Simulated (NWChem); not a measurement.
A series in which one site is exchanged, each optimised at PBE0/def2-SVP with NWChem, gas phase unless a solvent is named. All stand in one matching conformer (torsions within 35°), which need not be the lowest. For some, no frequency run checked for a minimum. def2 effective core potentials on Cd; no spin-orbit coupling.

A: [SH][Zn][Cl] (ZnHSCl; site = Zn)
B: [Cd]([Cl])[SH] (CdHSCl; site = Cd)
C: [SH][Be][Cl] (BeHSCl; site = Be)
D: [Ca]([Cl])[SH] (CaHSCl; site = Ca)

Values for A:

- dipole (D), PBE0/def2-SVP = 1.26
- orbital gap (eV), PBE0/def2-SVP = 6.31
- static polarisability, PBE/def2-SVPD (bohr³) = 62.9

Task: How do these values change for the other members?

Result: 
| change from A | B | C | D |
|---|---|---|---|
| dipole (D), PBE0/def2-SVP | +0.17 | -0.20 | +0.78 |
| orbital gap (eV), PBE0/def2-SVP | -0.58 | +0.92 | -1.80 |
| static polarisability, PBE/def2-SVPD (bohr³) | +8.3 | -10.5 | +10.0 |
